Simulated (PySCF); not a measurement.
This PySCF input asks for the NMR shieldings of `[BH3-][P@H+]1C=C1c1ccccc1`, C8H10BP; the geometry comes from GFN2-xTB.

```python
import basis_set_exchange as bse
import numpy as np
from pyscf import gto, dft
from pyscf.prop import nmr

atoms = """
B     3.556230   -0.608975    0.631116
P     2.421092    0.621774   -0.365733
C     1.490506    0.226756   -1.871763
C     0.688256    0.303282   -0.816166
C    -0.633943    0.153209   -0.296615
C    -0.870124    0.375354    1.061082
C    -2.142632    0.232660    1.577843
C    -3.190809   -0.131075    0.746442
C    -2.963644   -0.356459   -0.603233
C    -1.694320   -0.216754   -1.128262
H     3.057715   -1.659295    0.374652
H     3.450822   -0.275637    1.767343
H     4.650872   -0.461972    0.195018
H     2.491860    2.032018   -0.410782
H     1.522463   -0.009043   -2.912856
H    -0.039773    0.655472    1.694614
H    -2.321383    0.405395    2.628812
H    -4.186137   -0.241572    1.150250
H    -3.781993   -0.643087   -1.247225
H    -1.510204   -0.391374   -2.177572
"""
names = dict.fromkeys(["B", "P", "C", "H"], "pcSseg-1")
basis = {el: gto.basis.parse(bse.get_basis(n, elements=[el], fmt="nwchem")) for el, n in names.items()}
mol = gto.M(atom=atoms, basis=basis, charge=0, verbose=0)
mf = dft.RKS(mol, xc="PBE0")
mf.grids.level = 2
mf.grids.alignment = dft.numint.BLKSIZE   # the property module wants whole blocks of grid points
mf.conv_tol = 1e-9
mf.kernel()

calc = nmr.RKS(mf)   # GIAO
C = mf.mo_coeff
Co = C[:, mf.mo_occ > 0]
resp = mf.gen_response(singlet=True, hermi=2)
def vind(x):   # induced exchange potential for any number of trial vectors
    d = np.einsum("pi,xij,qj->xpq", C, 2 * x.reshape(-1, C.shape[1], Co.shape[1]), Co, optimize=True)
    return np.einsum("xpq,pi,qj->xij", resp(d - d.transpose(0, 2, 1)), C, Co, optimize=True).ravel()
mo1, _ = nmr.rhf.solve_mo1(calc, with_cphf=vind)
sigma = calc.kernel(mo1)
for i, s in enumerate(sigma):   # ppm
    w = np.linalg.eigvalsh((s + s.T) / 2)
    print("%2d %-2s iso %8.1f  s11 %8.1f  s22 %8.1f  s33 %8.1f" % (i, mol.atom_pure_symbol(i), w.mean(), *w))
```

Problem. What does it print?

Solution. 
```
 0 B  iso    145.1  s11    126.9  s22    142.9  s33    165.4
 1 P  iso    520.6  s11    293.4  s22    357.0  s33    911.5
 2 C  iso     65.3  s11    -60.1  s22     76.5  s33    179.5
 3 C  iso     41.8  s11    -90.0  s22     64.8  s33    150.7
 4 C  iso     56.7  s11    -42.8  s22     34.3  s33    178.6
 5 C  iso     46.1  s11    -51.5  s22     24.9  s33    164.8
 6 C  iso     51.8  s11    -58.9  s22     35.9  s33    178.4
 7 C  iso     48.9  s11    -62.0  s22     30.5  s33    178.2
 8 C  iso     52.5  s11    -57.9  s22     36.8  s33    178.5
 9 C  iso     50.3  s11    -57.6  s22     36.8  s33    171.6
10 H  iso     31.3  s11     27.7  s22     29.6  s33     36.4
11 H  iso     30.1  s11     26.4  s22     29.5  s33     34.4
12 H  iso     30.1  s11     26.7  s22     29.0  s33     34.7
13 H  iso     27.4  s11     20.2  s22     23.7  s33     38.4
14 H  iso     23.5  s11     21.0  s22     22.7  s33     26.7
15 H  iso     23.6  s11     19.2  s22     23.1  s33     28.6
16 H  iso     23.8  s11     20.3  s22     24.1  s33     27.0
17 H  iso     23.9  s11     20.6  s22     24.3  s33     26.7
18 H  iso     23.9  s11     20.3  s22     24.4  s33     26.9
19 H  iso     23.5  s11     19.1  s22     22.7  s33     28.7
```

These numbers come from an equivalent density-fitted implementation of the same equations, which agrees with the script to about 0.01 ppm for H and up to a few tenths of a ppm for heavy atoms, so last digits may differ.

Size and cost of the density-fitted run: 227 basis functions, of the order of 2.4 core-minutes.
